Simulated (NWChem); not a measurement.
System: Si₃H₆O; SMILES [SiH2]1[SiH2]O[SiH2]1

Here is an NWChem input.

```
start job
memory heap 200 mb stack 900 mb global 1100 mb
geometry units angstroms noautosym nocenter noautoz
  O     -0.177374     1.403316     0.000000
  Si    -0.117382     0.418740     1.380522
  Si    -0.000347    -1.497419     0.000000
  Si    -0.117382     0.418740    -1.380522
  H     -1.344366     0.589332     2.214783
  H      1.079734     0.737365     2.214883
  H      1.275901    -2.274952     0.000000
  H     -1.172576    -2.424460     0.000000
  H     -1.344366     0.589332    -2.214783
  H      1.079734     0.737365    -2.214883
end
basis spherical
  * library def2-svp
end
dft
  xc m05-2x
  iterations 150
end
cosmo
  do_cosmo_smd true
  solvent dcm
end
task dft energy
```

Excerpt of the output:

```
             Northwest Computational Chemistry Package (NWChem) 7.3.0
             --------------------------------------------------------

                             Geometry "geometry" -> ""
                             -------------------------

 Output coordinates in angstroms (scale by  1.889725989 to convert to a.u.)

  No.       Tag          Charge          X              Y              Z
 ---- ---------------- ---------- -------------- -------------- --------------
    1 O                    8.0000    -0.17737400     1.40331600     0.00000000
    2 Si                  14.0000    -0.11738200     0.41874000     1.38052200
    3 Si                  14.0000    -0.00034700    -1.49741900     0.00000000
    4 Si                  14.0000    -0.11738200     0.41874000    -1.38052200
    5 H                    1.0000    -1.34436600     0.58933200     2.21478300
    6 H                    1.0000     1.07973400     0.73736500     2.21488300
    7 H                    1.0000     1.27590100    -2.27495200     0.00000000
    8 H                    1.0000    -1.17257600    -2.42446000     0.00000000
    9 H                    1.0000    -1.34436600     0.58933200    -2.21478300
   10 H                    1.0000     1.07973400     0.73736500    -2.21488300

 Effective nuclear repulsion energy (a.u.)     281.6109195943

                                 NWChem DFT Module
                                 -----------------

 Summary of "ao basis" -> "ao basis" (spherical)
 ------------------------------------------------------------------------------
       Tag                 Description            Shells   Functions and Types
 ---------------- ------------------------------  ------  ---------------------
 O                          def2-svp                 6       14   3s2p1d
 Si                         def2-svp                 8       18   4s3p1d
 H                          def2-svp                 3        5   2s1p

 in cosmo_initialize ...
 calling solv_data for solv:dcm

 solvent parameters
 solvname_short: dcm
 solvname_long:  dichloromethane
 dielec:        8.9300
 dielecinf:     2.0283
 nonaqueous SMD model solvent descriptors
 dielec:        8.9300
 sola:          0.1000
 solb:          0.0500
 solc:          0.0000
 solg:         39.1500
 solh:          0.6670
 soln:          1.4242

[...]

                                COSMO-SMD solvation results
                                ---------------------------

             internal energy in gas <Psi(g)|H|Psi(g)> =      -946.993163159827
         internal energy in solvent <Psi(s)|H|Psi(s)> =      -946.992958881527
                               delta internal energy  =         0.000204278300 (    0.13 kcal/mol)
   total free energy in solvent <Psi(s)|H+V/2|Psi(s)> =      -946.995331157878
 polarization energy contribution <Psi(s)|V/2|Psi(s)> =        -0.002372276351 (   -1.49 kcal/mol)
    total free energy in solvent including G(SMD-CDS) =      -946.996170728904
                       G(SMD-CDS) energy contribution =        -0.000839571026 (   -0.53 kcal/mol)
     1 M fixed-concentration free energy of solvation =        -0.003007569077 (   -1.89 kcal/mol)

                       DFT Final Molecular Orbital Analysis
                       ------------------------------------

 Vector   26  Occ=2.000000D+00  E=-3.656152D-01
              MO Center= -1.4D-01,  7.7D-01,  3.8D-09, r^2= 4.8D+00
   Bfn.  Coefficient  Atom+Function         Bfn.  Coefficient  Atom+Function
  ----- ------------  ---------------      ----- ------------  ---------------
     4      0.386384   1 O  px                7      0.304990   1 O  px
    69      0.199249   5 H  s                74     -0.199275   6 H  s
    89      0.199249   9 H  s                94     -0.199275  10 H  s
    70      0.175814   5 H  s                75     -0.175816   6 H  s
    90      0.175814   9 H  s                95     -0.175816  10 H  s

 Vector   27  Occ=2.000000D+00  E=-3.501412D-01
              MO Center= -7.3D-02, -3.2D-01, -8.5D-10, r^2= 3.8D+00
   Bfn.  Coefficient  Atom+Function         Bfn.  Coefficient  Atom+Function
  ----- ------------  ---------------      ----- ------------  ---------------
     5      0.364081   1 O  py                8      0.291685   1 O  py
    41      0.284013   3 Si py               44      0.233556   3 Si py
    79     -0.161543   7 H  s                84     -0.161594   8 H  s
    35      0.154311   3 Si s                23     -0.152636   2 Si py
    38     -0.152690   3 Si py               59     -0.152636   4 Si py

 Vector   28  Occ=2.000000D+00  E=-3.078342D-01
              MO Center= -6.1D-02, -5.1D-01, -1.3D-09, r^2= 3.9D+00
   Bfn.  Coefficient  Atom+Function         Bfn.  Coefficient  Atom+Function
  ----- ------------  ---------------      ----- ------------  ---------------
    42      0.298305   3 Si pz               45      0.296606   3 Si pz
    23     -0.189793   2 Si py               59      0.189793   4 Si py
    26     -0.187172   2 Si py               62      0.187172   4 Si py
    39     -0.159643   3 Si pz               18      0.154547   2 Si s
    54     -0.154547   4 Si s                27     -0.137392   2 Si pz

 Vector   29  Occ=0.000000D+00  E= 1.609449D-02
              MO Center= -9.6D-02,  5.8D-02, -2.0D-09, r^2= 5.8D+00
   Bfn.  Coefficient  Atom+Function         Bfn.  Coefficient  Atom+Function
  ----- ------------  ---------------      ----- ------------  ---------------
    26     -0.620590   2 Si py               62     -0.620590   4 Si py
    44     -0.578201   3 Si py                3      0.570345   1 O  s
    18      0.412882   2 Si s                54      0.412882   4 Si s
    27      0.347807   2 Si pz               63     -0.347807   4 Si pz
    36     -0.260287   3 Si s                75     -0.203796   6 H  s

[...]
```

Level: M05-2X/def2-SVP, SMD on the gas-phase geometry. Geometry: optimised at PBE0/def2-SVP. Solvent: dichloromethane.
